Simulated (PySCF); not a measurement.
# RuF: frontier orbitals

PBE0 at R = 1.910 Å; PySCF, scalar-relativistic core potentials, basis sets Ru cc-pVDZ-PP with ECP28, F cc-pVDZ. State: quartet, unpaired electrons σ ↑, π ↑, δ ↑, a mixture of terms (⟨Lz²⟩ = 4.6). Only the outer orbitals are listed, counted within each symmetry, core potentials removing the inner ones.

| spin | orbital | occ. | ε (eV) | on Ru (%) | main shells (%) |
| --- | --- | --- | --- | --- | --- |
| α | 5σ | 1 | -11.15 | 28 | 71 F p, 25 Ru d |
| α | 2π | 1 | -10.45 | 30 | 70 F p, 29 Ru d |
| α | 2π | 1 | -10.10 | 23 | 77 F p, 22 Ru d |
| α | 1δ | 1 | -8.08 | 100 | 100 Ru d |
| α | 3π | 1 | -7.38 | 74 | 72 Ru d, 26 F p |
| α | 1δ | 1 | -7.35 | 99 | 98 Ru d |
| α | 3π | 1 | -6.60 | 81 | 78 Ru d, 19 F p |
| α | 6σ | 1 | -6.55 | 90 | 55 Ru d, 34 Ru s, 10 F p |
| α | 7σ | 0 | -2.76 | 92 | 52 Ru s, 23 Ru p, 17 Ru d |
| α | 4π | 0 | -0.25 | 98 | 95 Ru p |
| α | 4π | 0 | -0.24 | 98 | 95 Ru p |
| β | 5σ | 1 | -10.73 | 17 | 82 F p, 13 Ru d |
| β | 2π | 1 | -9.91 | 16 | 84 F p, 15 Ru d |
| β | 2π | 1 | -9.53 | 11 | 89 F p, 9 Ru d |
| β | 1δ | 1 | -5.95 | 99 | 96 Ru d |
| β | 3π | 1 | -5.59 | 88 | 85 Ru d, 12 F p |
| β | 6σ | 0 | -2.60 | 100 | 80 Ru s, 14 Ru d |
| β | 3π | 0 | -1.90 | 94 | 88 Ru d |
| β | 1δ | 0 | -1.80 | 100 | 100 Ru d |

Question: Which are the highest filled and the lowest empty level, where do they sit, and how wide is the gap?

Answer: Highest filled β 3π at -5.59 eV (in %: 85 Ru d, 12 F p); lowest empty α 7σ at -2.76 eV (in %: 52 Ru s, 23 Ru p, 17 Ru d); the gap at PBE0 is 2.83 eV.

The bond order (Mayer) is 1.06. The ⟨S²⟩ is 3.764, the charge on Ru (Mulliken, basis-dependent) is 0.38 and the charge on Ru (Löwdin, basis-dependent) is 0.29. The dipole moment (positive dipole means Ru(−)F(+)) is -4.34 D. The polarisability along the bond is 30.9 bohr³ and the polarisability across the bond is 43.1 bohr³.

Spin–orbit coupling is left out. The state is the lowest single determinant that the PBE0 search found; with open d or f shells the true ground state can be another one.
